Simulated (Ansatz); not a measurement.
Mulliken charges of CH$_{5}$O$_{2}$Si, SMILES `[CH2][SiH](O)O` radical from B3LYP/def2-TZVPP in Ansatz (PBE0-D4/def2-TZVP geometry).

| atom | x (Å) | y (Å) | z (Å) | charge (e) |
| --- | --- | --- | --- | --- |
| C1 | -0.784 | 0.649 | 1.192 | -0.328 |
| Si2 | 0.265 | -0.039 | -0.135 | 0.640 |
| O3 | 0.140 | -1.675 | -0.041 | -0.388 |
| O4 | -0.287 | 0.601 | -1.545 | -0.387 |
| H5 | -1.255 | 1.623 | 1.113 | 0.118 |
| H6 | -0.954 | 0.124 | 2.126 | 0.118 |
| H7 | 1.711 | 0.311 | -0.010 | -0.134 |
| H8 | 0.858 | -2.197 | -0.402 | 0.181 |
| H9 | 0.306 | 0.603 | -2.297 | 0.180 |

By hand: the dipole of these point charges (1 e Å = 4.8032 D).

Σ q r = (0.204, 0.055, 0.034) e Å, of length 0.214 e Å = 1.03 D.

How does the dipole of the full density compare? (Estimate.)

Computed: (0.368, -0.037, -0.149) e Å, 1.92 D; the point charges give 0.54 times that, at 37° from its direction.

Point charges leave out the atoms' own dipoles, such as those of lone pairs, and Mulliken's split depends on the basis, so the two needn't agree.

B3LYP here is the variant with VWN-RPA as its local correlation; programs differ in this.
